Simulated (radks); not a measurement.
Spherical jellium clusters: N electrons in a uniform positive sphere of charge N and radius rs N^(1/3), rs = 3.34 bohr. Calculated with a radial shooting solver with Libxc functionals: non-relativistic Kohn-Sham, exchange-only LDA, spin-polarised, spherical densities. Levels are named by radial order and angular momentum (1s, 1p, 1d, 2s, ...), and open shells are averaged over m. Each electron was tried in the lowest free levels, single moves between levels near the top were tried too, and the lowest total energy was kept; such a search can miss a lower state. Energies include the self-energy of the background; IP and EA are vertical (highest electron removed, lowest free level filled), at fixed background; spill-out counts the electrons outside the background radius R, and alpha is the static dipole polarisability from linear response (closed shells only). A dash means not computed or, for alpha, an open shell; in EA it means that no bound solution was reached, which is typical of self-interaction and does not show that the anion is unstable. Real open-shell clusters deform, which this model forbids.

N,open shells,2S,E(N+1) + E(N-1) - 2E(N) (eV),EA (eV),spill-out (e)
1,"1s(up 1, down 0)",1,-,-,0.46
2,none,0,0.948,-,0.69
3,"1p(up 1, down 0)",1,-0.795,-,1.04
4,"1p(up 2, down 0)",2,-0.618,-,1.26
5,"1p(up 3, down 0)",3,0.947,-,1.40
6,"1p(up 3, down 1)",2,-0.665,-,1.58
7,"1p(up 3, down 2)",1,-0.460,-,1.72
8,none,0,1.498,-,1.83
9,"1d(up 1, down 0)",1,-0.372,-,2.05
10,"1d(up 2, down 0)",2,-0.324,-,2.23
11,"1d(up 3, down 0)",3,-0.282,-,2.38
12,"1d(up 4, down 0)",4,-0.246,-,2.50
13,"1d(up 5, down 0)",5,0.445,-,2.61
14,"1d(up 5, down 0) 2s(up 1, down 0)",6,0.330,-,2.87
15,"1d(up 5, down 1) 2s(up 1, down 0)",5,-0.312,-,2.98
16,"1d(up 5, down 2) 2s(up 1, down 0)",4,-0.319,-,3.07
17,"1d(up 5, down 4)",1,-0.275,-,3.05
18,none,0,0.099,1.214,3.14
19,"2s(up 1, down 0)",1,0.349,-,3.32
20,none,0,0.681,-,3.55
21,"1f(up 1, down 0)",1,-0.193,-,3.67
22,"1f(up 2, down 0)",2,-0.176,-,3.78
23,"1f(up 3, down 0)",3,-0.162,-,3.88
24,"1f(up 4, down 0)",4,-0.149,-,3.98
25,"1f(up 5, down 0)",5,-0.138,-,4.06
26,"1f(up 6, down 0)",6,-0.127,1.272,4.15
27,"1f(up 7, down 0)",7,0.686,-,4.22
28,"1f(up 7, down 0) 2p(up 1, down 0)",8,-0.100,-,4.47
29,"1f(up 7, down 0) 2p(up 2, down 0)",9,-0.086,1.041,4.71
30,"1f(up 7, down 0) 2p(up 3, down 0)",10,0.033,-,4.94
31,"1f(up 7, down 1) 2p(up 3, down 0)",9,-0.693,1.126,4.99
32,"1f(up 7, down 5)",2,0.194,1.272,4.63
33,"1f(up 7, down 6)",1,-0.109,1.382,4.70
34,none,0,0.343,1.086,4.77
35,"2p(up 1, down 0)",1,-0.091,1.219,4.95
36,"2p(up 2, down 0)",2,-0.074,1.330,5.12
37,"2p(up 3, down 0)",3,0.443,-,5.30
38,"2p(up 3, down 1)",2,-0.099,1.099,5.51
39,"2p(up 3, down 2)",1,-0.084,1.230,5.71
40,none,0,0.325,-,5.91
41,"1g(up 1, down 0)",1,-0.106,-,5.96
42,"1g(up 2, down 0)",2,-,1.078,6.02

All shells are closed at N = 2, 8, 18, 20, 34, 40 (there: 1s2 1p6 1d10 2s2 1f14 2p6); the second difference of the energy has clear peaks (12 % above both neighbours; the first and last values, which can be the largest, are not judged, and half-filled shells can peak too) at N = 5, 8, 13, 20, 27, 30, 32, 34, 37, 40.
